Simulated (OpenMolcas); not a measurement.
Cr3+.

```
Program             : OpenMolcas
Basis               : ANO-RCC-VTZP [6s5p3d2f1g]
Scalar Hamiltonian  : DKH2, point nucleus
Active space        : 3 electrons in 9 orbitals (RAS2 3d 4s; RAS3 4p, at most 2 electrons)
State averaging     : 2S+1 = 4 even, 20 roots; 2S+1 = 2 even, 64 roots kept (CI in the orbitals of an earlier block); 2S+1 = 4 odd, 21 roots; 2S+1 = 2 odd, 12 roots kept (CI in the orbitals of an earlier block)
Spin-orbit coupling : state interaction with AMFI integrals over the reference wave functions, term energies averaged over their components
```

Two sets of levels on these reference wave functions, in cm-1 above 3d3 4F 3/2: one from RASSCF and one from MS-RASPT2, IPEA 0.25 Eh, imaginary shift 0.1 Eh (closed shells correlated: 3s 3p).

| Level | Set 1 | Set 2 |
| --- | --- | --- |
| 3d3 4F 3/2 | 0.0 | 0.0 |
| 3d3 4F 5/2 | 255 | 257 |
| 3d3 4F 7/2 | 605 | 608 |
| 3d3 4F 9/2 | 1042 | 1043 |
| 3d3 4P 1/2 | 18180 | 14360 |
| 3d3 4P 3/2 | 18290 | 14470 |
| 3d3 2G 7/2 | 18560 | 15310 |
| 3d3 4P 5/2 | 18580 | 14770 |
| 3d3 2G 9/2 | 18940 | 15690 |
| 3d3 2P 1/2 | 24410 | 19650 |
| 3d3 2P 3/2 | 24550 | 19670 |
| 3d3 2H 9/2 | 24730 | 21590 |
| 3d3 2H 11/2 | 25010 | 21880 |
| 3d3 2D 3/2(1) | 26580 | 21110 |
| 3d3 2D 5/2(1) | 26830 | 21240 |
| 3d3 2F 7/2 | 42550 | 35040 |

**Question.** Which set is which?

**Answer.** Set 2 is MS-RASPT2. Its levels of the other terms of 3d3 lie at 0.79 to 0.87 of the other set's values, as expected, since terms of lower spin or lower L gain more correlation energy than the Hund ground term. Against 14 measured levels (Sugar and Corliss, J. Phys. Chem. Ref. Data 6, 317 (1977)) the mean absolute deviation is 320 cm-1 with it and 3700 cm-1 without; single levels miss by up to 680 cm-1 with it.

CASPT2 breaks the degeneracy within a term, and the mean is taken; among the terms shown or strongly mixed into the levels shown the widest spread is 900 cm-1 (3d3 4F, MS-RASPT2). Terms from blocks run as CI alone lack orbitals of their own. Without dynamic correlation excited terms often stand tens of per cent too high (terms of higher spin than the ground term too low), and those without a measured partner can miss by more than the paired ones (holds for RASSCF). Measured partners are found by configuration, term and J. A level has none where our copy of the source lacks it or the pairing is in doubt (some pairs that miss far off the trend of their configuration count as doubtful), and it then counts in no deviation. Levels of configurations outside the active space are missing. The table leaves out levels that lie high or whose names do not pair safely across all columns.

A number in round brackets counts repeated terms of one configuration in the order of the reference energies.
